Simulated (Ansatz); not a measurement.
C7H11FOTi (`[CH3][Ti]1234([CH3])([OH])[C@@H]5[C@H]1[C@H]2[C@]3(F)[C@@H]54`). The species carries charge 0 and has multiplicity 1. All single points use the PBE0-D4/def2-TZVP geometry. It is one conformer, not always the lowest.

```xyz
21

C    -1.046   -0.986    1.669
Ti   -0.624    0.041   -0.101
C    -0.672    2.013    0.589
O    -2.113   -0.124   -1.076
C     0.767   -1.339   -1.358
C     0.930   -0.024   -1.833
C     1.552    0.743   -0.820
C     1.782   -0.130    0.251
F     2.329    0.220    1.409
C     1.285   -1.406   -0.043
H    -1.989   -0.541    2.009
H    -1.212   -2.055    1.507
H    -0.288   -0.857    2.445
H    -0.614    2.745   -0.221
H     0.099    2.240    1.330
H    -1.659    2.099    1.060
H    -2.546   -0.363   -1.892
H     0.299   -2.154   -1.890
H     0.610    0.349   -2.795
H     1.807    1.790   -0.852
H     1.304   -2.262    0.612
```

Problem. What is the dipole moment at r2SCAN/def2-TZVPP? (Best estimate.)

Solution. Ansatz gave: 2.87 D, with components (-0.13, -0.96, -2.70) D in this frame, pointing from negative to positive charge.

Problem. And with PBE, B3LYP, ωB97M-V? (Estimate.)

Solution. The calculation gave: PBE 2.83 D, B3LYP 2.93 D, ωB97M-V 2.96 D.

Problem. Give the Mulliken charges with r2SCAN, PBE, ωB97M-V in def2-TZVPP. (An estimate is asked.)

Solution. The calculation gave: 
```csv
atom,r2SCAN,PBE,ωB97M-V
C1,-0.43,-0.51,-0.55
Ti2,0.64,0.46,0.49
C3,-0.43,-0.51,-0.55
O4,-0.42,-0.34,-0.36
C5,-0.10,-0.09,-0.10
C6,-0.10,-0.09,-0.10
C7,-0.15,-0.17,-0.16
C8,0.30,0.28,0.25
F9,-0.20,-0.15,-0.19
C10,-0.15,-0.17,-0.16
H11,0.07,0.10,0.12
H12,0.06,0.09,0.11
H13,0.07,0.10,0.13
H14,0.06,0.09,0.11
H15,0.07,0.10,0.13
H16,0.07,0.10,0.12
H17,0.19,0.18,0.16
H18,0.11,0.13,0.13
H19,0.11,0.13,0.13
H20,0.11,0.13,0.14
H21,0.11,0.13,0.14
```

B3LYP here is the variant with VWN-RPA as its local correlation; programs differ in this.
